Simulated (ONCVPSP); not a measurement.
# Cs (Z = 55): ONCV pseudisation with PBE, fully relativistic reference atom.

The input file (ONCVPSP 4.0.1):

```
# ATOM AND REFERENCE CONFIGURATION
# atsym  z   nc   nv     iexc    psfile
  Cs 55.00    9    2        4      upf
#
#   n    l    f
    1    0    2.00
    2    0    2.00
    2    1    6.00
    3    0    2.00
    3    1    6.00
    3    2   10.00
    4    0    2.00
    4    1    6.00
    4    2   10.00
    5    0    2.00
    5    1    6.00
#
# PSEUDOPOTENTIAL AND OPTIMIZATION
# lmax
    2
#
#   l,   rc,      ep,       ncon, nbas, qcut
    0    2.75    0.00    4    9    4.10
    1    2.05    0.00    3    7    4.10
    2    2.05    0.11    3    8    4.40
#
# LOCAL POTENTIAL
# lloc, lpopt,  rc(5),   dvloc0
    2    5    2.05    0.00
#
# VANDERBILT-KLEINMAN-BYLANDER PROJECTORs
# l, nproj, debl
    0    3    2.90
    1    2    2.60
    2    0    1.00
#
# MODEL CORE CHARGE
# icmod, fcfact, rcfact
    1    0.60    0.00
#
# LOG DERIVATIVE ANALYSIS
# epsh1, epsh2, depsh
   -3.00    5.00    0.02
#
# OUTPUT GRID
# rlmax, drl
    6.00    0.01
#
# TEST CONFIGURATIONS
# ncnf
    4
# nvcnf
#   n    l    f
    3
    5    0    2.00
    5    1    6.00
    6    0    1.00
#
    3
    5    0    2.00
    5    1    6.00
    6    0    0.50
#
    3
    5    0    2.00
    5    1    6.00
    6    1    1.00
#
    3
    5    0    2.00
    5    1    5.00
    6    0    1.00
#
```

Command:

```bash
oncvpspr.x < Cs.dat > Cs.out
```

Resulting log (shortened: citation, most of the input echo, consistency checks and plot data are left out):

```
ONCVPSP  (Optimized Norm-Conservinng Vanderbilt PSeudopotential)
relativistic version 4.0.1

#   n    l    f        energy (Ha)
    1    0    2.00    -1.3147848D+03
    2    0    2.00    -2.0632140D+02
    2    1    6.00    -1.8115688D+02    -1.9410276D+02
    3    0    2.00    -4.3046474D+01
    3    1    6.00    -3.5463832D+01    -3.7944766D+01
    3    2   10.00    -2.5977527D+01    -2.6504191D+01
    4    0    2.00    -8.2790895D+00
    4    1    6.00    -5.9426168D+00    -6.4486226D+00
    4    2   10.00    -2.8836209D+00    -2.9675856D+00
    5    0    2.00    -1.1723494D+00
    5    1    6.00    -6.6721613D-01    -7.2776907D-01

Reference configufation results
  iterations    22
  all-electron total energy (Ha)   -7.79013378D+03

Begin loop to  construct optimized pseudo wave functions
and semi-local pseudopoentials for all angular momenta

   Wellstate for l =  0  n =  8 kap= -1
     eigenvalue =   1.7277
     asymptotic potential =   2.2277
     half-point radius =  5.1332

   Wellstate for l =  0  n =  9 kap= -1
     eigenvalue =   4.6277
     asymptotic potential =   5.1277
     half-point radius =  4.2846

Calculating optimized projector #   1

 for l=   0

    Fraction of norm inside rc  0.942368
    Optimizing pswf for qcut=   4.10 a_B^-1,  ecut=   8.42 Ha
    Residual kinetic energy error=  7.30D-06 Ha

    Energy error per electron        Cutoff
         Ha          eV             Ha
         0.01000     0.27211        3.56
         0.00100     0.02721        5.69
         0.00010     0.00272        6.98
         0.00001     0.00027        8.73

Calculating optimized projector #   2

 for l=   0

    Fraction of norm inside rc  0.159409
    Optimizing pswf for qcut=   4.10 a_B^-1,  ecut=   8.42 Ha
    Residual kinetic energy error=  2.07D-04 Ha

    Energy error per electron        Cutoff
         Ha          eV             Ha
         0.01000     0.27211        5.44
         0.00100     0.02721        7.13
         0.00010     0.00272       12.49
         0.00001     0.00027       38.53

Calculating optimized projector #   3

 for l=   0

    Fraction of norm inside rc  0.137164
    Optimizing pswf for qcut=   4.10 a_B^-1,  ecut=   8.42 Ha
    Residual kinetic energy error=  2.88D-02 Ha

    Energy error per electron        Cutoff
         Ha          eV             Ha
         0.01000     0.27211        9.76
         0.00100     0.02721       22.30
         0.00010     0.00272       48.62
         0.00001     0.00027       54.11

   Wellstate for l =  1  n =  7 kap= -2
     eigenvalue =   1.9328
     asymptotic potential =   2.4328
     half-point radius =  3.7590

Calculating optimized projector #   1

 for l=   1

    Fraction of norm inside rc  0.525026
    Optimizing pswf for qcut=   4.09 a_B^-1,  ecut=   8.38 Ha
    Residual kinetic energy error=  6.62D-04 Ha

    Energy error per electron        Cutoff
         Ha          eV             Ha
         0.01000     0.27211        2.92
         0.00100     0.02721        7.76
         0.00010     0.00272       34.12
         0.00001     0.00027       59.32

Calculating optimized projector #   2

 for l=   1

    Fraction of norm inside rc  0.102650
    Optimizing pswf for qcut=   4.09 a_B^-1,  ecut=   8.38 Ha
    Residual kinetic energy error=  4.41D-03 Ha

    Energy error per electron        Cutoff
         Ha          eV             Ha
         0.01000     0.27211        7.21
         0.00100     0.02721       12.53
         0.00010     0.00272       41.65
         0.00001     0.00027       52.19

   Wellstate for l =  1  n =  7 kap=  1
     eigenvalue =   1.8722

Calculating optimized projector #   1

 for l=   1

    Fraction of norm inside rc  0.577067
    Optimizing pswf for qcut=   4.09 a_B^-1,  ecut=   8.38 Ha
    Residual kinetic energy error=  6.51D-04 Ha

    Energy error per electron        Cutoff
         Ha          eV             Ha
         0.01000     0.27211        2.98
         0.00100     0.02721        7.64
         0.00010     0.00272       34.81
         0.00001     0.00027       63.37

Calculating optimized projector #   2

 for l=   1

    Fraction of norm inside rc  0.106283
    Optimizing pswf for qcut=   4.09 a_B^-1,  ecut=   8.38 Ha
    Residual kinetic energy error=  4.35D-03 Ha

    Energy error per electron        Cutoff
         Ha          eV             Ha
         0.01000     0.27211        6.99
         0.00100     0.02721       12.93
         0.00010     0.00272       43.66
         0.00001     0.00027       54.24

WARNING wellstate: moderately localized bound state found for n= 5 l=  2
WARNING scattering state with energy  0.05000000
WARNING will be used for the first projector

   Wellstate for l =  2  n =  6 kap= -3
     eigenvalue =   0.0500
     asymptotic potential =   0.5500
     half-point radius = 12.6941

Calculating optimized projector #   1

 for l=   2

    Fraction of norm inside rc  0.063389
    Optimizing pswf for qcut=   4.40 a_B^-1,  ecut=   9.68 Ha
    Residual kinetic energy error=  1.86D-06 Ha

    Energy error per electron        Cutoff
         Ha          eV             Ha
         0.01000     0.27211        2.51
         0.00100     0.02721        3.81
         0.00010     0.00272        4.97
         0.00001     0.00027        6.00

   Wellstate for l =  2  n =  5 kap=  2
     eigenvalue =   0.1100

Calculating optimized projector #   1

 for l=   2

    Fraction of norm inside rc  0.133079
    Optimizing pswf for qcut=   4.40 a_B^-1,  ecut=   9.68 Ha
    Residual kinetic energy error=  4.51D-06 Ha

    Energy error per electron        Cutoff
         Ha          eV             Ha
         0.01000     0.27211        2.85
         0.00100     0.02721        4.17
         0.00010     0.00272        5.31
         0.00001     0.00027        6.87

Construct Vanderbilt / Kleinmman-Bylander projectors

B matrix Hermiticity error, ll=  0  kap= -1
   1   2    2.0061D-04
   1   3   -3.9996D-04
   2   3    1.4823D-04

  Orthonormal projector coefficients  4.0686E+00  9.8350E-01 -1.1286E-01

B matrix Hermiticity error, ll=  1  kap= -2
   1   2   -2.0784D-04

  Orthonormal projector coefficients  1.9095E+00 -3.2391E-01

B matrix Hermiticity error, ll=  1  kap=  1
   1   2   -2.2155D-04

  Orthonormal projector coefficients  1.8046E+00 -3.2634E-01

 Orthonormal scalar projector coefficients, l =  1
  1.8662E+00 -3.1876E-01  2.7136E-03 -3.4369E-04

 Orthonormal spin-orbit projector coefficients, l =  1
  2.1719E-01 -1.6482E-01  2.1996E-02 -2.8185E-03

 Orthonormal scalar projector coefficients, l =  2

 Orthonormal spin-orbit projector coefficients, l =  2

Model core correction analysis
  based on d2Exc/dn_idn_j

d2excae - all-electron derivatives

   -1.975649D-02   -1.591631D-02
   -1.601910D-02   -1.477522D-02

d2excps - pseudofunction derivatives with no core correction

   -3.363672D-02   -2.319814D-02
   -2.329105D-02   -2.123429D-02

rms 2nd derivative error    9.223429E-03

Polynomial model core charge

d2excps - pseudofunction derivatives with core correction

   -2.057144D-02   -1.855468D-02
   -1.864369D-02   -1.928954D-02

rms 2nd derivative error    2.953500E-03

Pseudoatom total energy  -20.377814

Diagnostic tests using Vanderbilt-Kleinman-Bylander pseudopotentials
  relativistic with J = L +/- 1/2 projectors

   l  kap   rcore       rmatch      e in        delta e    norm test   slope test

   0  -1   2.7564279   2.8401190  -1.1723494   0.0000002   1.0000822   1.0000793
   0  -1   2.7564279   2.8401190   1.7276506   0.0000052   1.0001177   1.0001177
   0  -1   2.7564279   2.8401190   4.6276506   0.0001084   1.0002958   1.0002958

   1  -2   2.0561064   2.1185342  -0.6672161   0.0000645   1.0000904   1.0004219
   1   1   2.0561064   2.1185342  -0.7277691   0.0000723   1.0000942   1.0003282
   1  -2   2.0561064   2.1185342   1.9327839   0.0000449   1.0001591   1.0001591
   1   1   2.0561064   2.1185342   1.9022778   0.0000879   1.0001391   1.0001391

   2  -3   2.0561064   2.1185342   0.0500000  -0.0108822   1.0034317   1.0034317
   2   2   2.0561064   2.1185342  -0.1572858   0.0146892   0.9952767   0.9952767

Diagnostic tests using Vanderbilt-Kleinman-Bylander pseudopotentials
  relativistic with scalar and spin-orbit non-local projectors

   l  kap   rcore       rmatch      e in        delta e    norm test   slope test

   0  -1   2.7564279   2.8401190  -1.1723494   0.0000002   1.0000822   1.0000793
   0  -1   2.7564279   2.8401190   1.7276506   0.0000052   1.0001177   1.0001177
   0  -1   2.7564279   2.8401190   4.6276506   0.0001084   1.0002958   1.0002958

   1  -2   2.0561064   2.1185342  -0.6672161   0.0000783   1.0000913   1.0004846
   1   1   2.0561064   2.1185342  -0.7277691   0.0000877   1.0000937   1.0003775
   1  -2   2.0561064   2.1185342   1.9327839   0.0000566   1.0001642   1.0001642
   1   1   2.0561064   2.1185342   1.9022778   0.0000973   1.0001439   1.0001439

   2  -3   2.0561064   2.1185342   0.0500000  -0.0108822   1.0034317   1.0034317
   2   2   2.0561064   2.1185342  -0.1572858   0.0146892   0.9952767   0.9952767

Ghost test for J = L + 1/2

 Testing for bound ghosts
   n   l    E NL Schr. Eq   E Basis Diag.   E Cutoff

   1   0       -1.172349       -1.172346     59.15

   2   1       -0.667152       -0.666592     52.47

 Testing for highly-localized positive-energy ghosts
       l    <radius>/rc     E Basis Diag.   E Cutoff

       0        0.740206        6.920270     59.15  WARNING - GHOST(+)

Ghost test for J = L - 1/2

 Testing for bound ghosts
   n   l    E NL Schr. Eq   E Basis Diag.   E Cutoff

   1   0       -1.172349       -1.172346     59.15

   2   1       -0.727697       -0.727374     52.47

 Testing for highly-localized positive-energy ghosts
       l    <radius>/rc     E Basis Diag.   E Cutoff

       0        0.740206        6.920270     59.15  WARNING - GHOST(+)

Test configuration 0

   n   l kap    f        eae           eps        diff
   1   0  -1  2.0000-1314.78477428
   2   0  -1  2.0000 -206.32139586
   2   1  -2  4.0000 -181.15687870
   2   1   1  2.0000 -194.10275517
   3   0  -1  2.0000  -43.04647380
   3   1  -2  4.0000  -35.46383239
   3   1   1  2.0000  -37.94476582
   3   2  -3  6.0000  -25.97752733
   3   2   2  4.0000  -26.50419096
   4   0  -1  2.0000   -8.27908948
   4   1  -2  4.0000   -5.94261685
   4   1   1  2.0000   -6.44862262
   4   2  -3  6.0000   -2.88362090
   4   2   2  4.0000   -2.96758558
   5   0  -1  2.0000   -1.17234943   -1.17234920    2.30E-07
   5   1  -2  4.0000   -0.66721613   -0.66715160    6.45E-05
   5   1   1  2.0000   -0.72776907   -0.72769674    7.23E-05

    Total energies and differences
      AE_ref= -7.79013378E+03  AE_tst= -7.79013378E+03  dif=  0.00E+00
      PS_ref= -2.03778140E+01  PS_tst= -2.03778140E+01  dif= -5.33E-14
      PSP excitation error=  5.33E-14

Test configuration 1

   n   l kap    f        eae           eps        diff
   1   0  -1  2.0000-1314.59176025
   2   0  -1  2.0000 -206.12850442
   2   1  -2  4.0000 -180.96400131
   2   1   1  2.0000 -193.90987737
   3   0  -1  2.0000  -42.85360588
   3   1  -2  4.0000  -35.27096889
   3   1   1  2.0000  -37.75189665
   3   2  -3  6.0000  -25.78465512
   3   2   2  4.0000  -26.31131762
   4   0  -1  2.0000   -8.08645460
   4   1  -2  4.0000   -5.75004193
   4   1   1  2.0000   -6.25602029
   4   2  -3  6.0000   -2.69116805
   4   2   2  4.0000   -2.77512107
   5   0  -1  2.0000   -0.98111269   -0.98044857    6.64E-04
   5   1  -2  4.0000   -0.47820141   -0.47788552    3.16E-04
   5   1   1  2.0000   -0.53807131   -0.53769222    3.79E-04
   6   0  -1  1.0000   -0.07666305   -0.07674692   -8.39E-05

    Total energies and differences
      AE_ref= -7.79013378E+03  AE_tst= -7.79027573E+03  dif= -1.42E-01
      PS_ref= -2.03778140E+01  PS_tst= -2.05199888E+01  dif= -1.42E-01
      PSP excitation error=  2.19E-04

Test configuration 2

   n   l kap    f        eae           eps        diff
   1   0  -1  2.0000-1314.68159598
   2   0  -1  2.0000 -206.21829244
   2   1  -2  4.0000 -181.05378464
   2   1   1  2.0000 -193.99966104
   3   0  -1  2.0000  -42.94338346
   3   1  -2  4.0000  -35.36074489
   3   1   1  2.0000  -37.84167480
   3   2  -3  6.0000  -25.87443432
   3   2   2  4.0000  -26.40109726
   4   0  -1  2.0000   -8.17614450
   4   1  -2  4.0000   -5.83970965
   4   1   1  2.0000   -6.34569818
   4   2  -3  6.0000   -2.78078977
   4   2   2  4.0000   -2.86474720
   5   0  -1  2.0000   -1.07029794   -1.06989932    3.99E-04
   5   1  -2  4.0000   -0.56662662   -0.56642386    2.03E-04
   5   1   1  2.0000   -0.62673514   -0.62648954    2.46E-04
   6   0  -1  0.5000   -0.14084986   -0.14106070   -2.11E-04

    Total energies and differences
      AE_ref= -7.79013378E+03  AE_tst= -7.79022169E+03  dif= -8.79E-02
      PS_ref= -2.03778140E+01  PS_tst= -2.04658767E+01  dif= -8.81E-02
      PSP excitation error=  1.47E-04

Test configuration 3

   n   l kap    f        eae           eps        diff
   1   0  -1  2.0000-1314.63839529
   2   0  -1  2.0000 -206.17514168
   2   1  -2  4.0000 -181.01061223
   2   1   1  2.0000 -193.95648222
   3   0  -1  2.0000  -42.90030506
   3   1  -2  4.0000  -35.31766391
   3   1   1  2.0000  -37.79859232
   3   2  -3  6.0000  -25.83135318
   3   2   2  4.0000  -26.35801528
   4   0  -1  2.0000   -8.13308676
   4   1  -2  4.0000   -5.79663925
   4   1   1  2.0000   -6.30263234
   4   2  -3  6.0000   -2.73770066
   4   2   2  4.0000   -2.82165928
   5   0  -1  2.0000   -1.02729477   -1.02721587    7.89E-05
   5   1  -2  4.0000   -0.52306234   -0.52298129    8.11E-05
   5   1   1  2.0000   -0.58334629   -0.58325222    9.41E-05
   6   1  -2  0.6667   -0.04674660   -0.04674614    4.64E-07
   6   1   1  0.3333   -0.04940693   -0.04940744   -5.10E-07

    Total energies and differences
      AE_ref= -7.79013378E+03  AE_tst= -7.79022545E+03  dif= -9.17E-02
      PS_ref= -2.03778140E+01  PS_tst= -2.04694941E+01  dif= -9.17E-02
      PSP excitation error=  6.57E-06

Test configuration 4

   n   l kap    f        eae           eps        diff
   1   0  -1  2.0000-1314.98386719
   2   0  -1  2.0000 -206.51759543
   2   1  -2  4.0000 -181.35342176
   2   1   1  2.0000 -194.29946074
   3   0  -1  2.0000  -43.24071073
   3   1  -2  4.0000  -35.65807554
   3   1   1  2.0000  -38.13911459
   3   2  -3  6.0000  -26.17186969
   3   2   2  4.0000  -26.69856661
   4   0  -1  2.0000   -8.46976662
   4   1  -2  4.0000   -6.13283725
   4   1   1  2.0000   -6.63908577
   4   2  -3  6.0000   -3.07253846
   4   2   2  4.0000   -3.15664957
   5   0  -1  2.0000   -1.32901563   -1.32975286   -7.37E-04
   5   1  -2  3.3333   -0.80454845   -0.80427738    2.71E-04
   5   1   1  1.6667   -0.87000591   -0.86969972    3.06E-04
   6   0  -1  1.0000   -0.26997148   -0.27031066   -3.39E-04

    Total energies and differences
      AE_ref= -7.79013378E+03  AE_tst= -7.78961759E+03  dif=  5.16E-01
      PS_ref= -2.03778140E+01  PS_tst= -1.98621688E+01  dif=  5.16E-01
      PSP excitation error=  5.43E-04
```

The run took about 5.9 s on one core of a shared server CPU.
